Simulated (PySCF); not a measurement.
Ionisation energy of Rh²⁴⁺ by level of theory

Rh²⁴⁺ [Ar] 3d3 [3d3/2^3, M_J = 3/2] → Rh²⁵⁺ [Ar] 3d2 [3d3/2^2, M_J = 2], as a difference of total energies. All numbers are calculated (PySCF 2.14, the two-component X2C-1e Hamiltonian, in an even-tempered Gaussian basis (16 s from 3.2 bohr⁻², ratio 2.8; 12 p from 4.2 bohr⁻², ratio 2.8; 8 d from 4.2 bohr⁻², ratio 2.8; 3 f from 14 bohr⁻², ratio 3)). Correlated levels: [Ne] frozen; the 74 highest virtual spinors dropped. "Screened" scales the spin-orbit matrix elements by Boettger's factors to mimic the two-electron term; Breit and QED terms are absent.

```json
{"method": "GHF (spin-free)", "ionisation energy (eV)": "1201.0"}
{"method": "GMP2 (spin-free)", "ionisation energy (eV)": "1201.1"}
{"method": "GHF (screened spin-orbit)", "ionisation energy (eV)": "1200.7"}
{"method": "GMP2 (screened spin-orbit)", "ionisation energy (eV)": "1200.9"}
```

Breit and QED terms and the two-electron picture change are absent.

The spin-free rows relax to the high-spin LS determinant and lack the spin-orbit shift.

The labels give the starting determinants; with spin-orbit coupling the two ends relaxed to ⟨J²⟩ = 5.13, ⟨L²⟩ = 11.13, ⟨S²⟩ = 3.31 and ⟨J²⟩ = 6.24, ⟨L²⟩ = 11.02, ⟨S²⟩ = 1.70.

The determinant of Rh²⁴⁺ mixes levels of different J (the jj label is only the starting occupation), so the difference between spin-free and spin-orbit rows is not the physical spin-orbit shift.

For comparison: 1202 ± 4 eV (theoretical estimate listed by NIST; NIST Atomic Spectra Database, ionization energies).
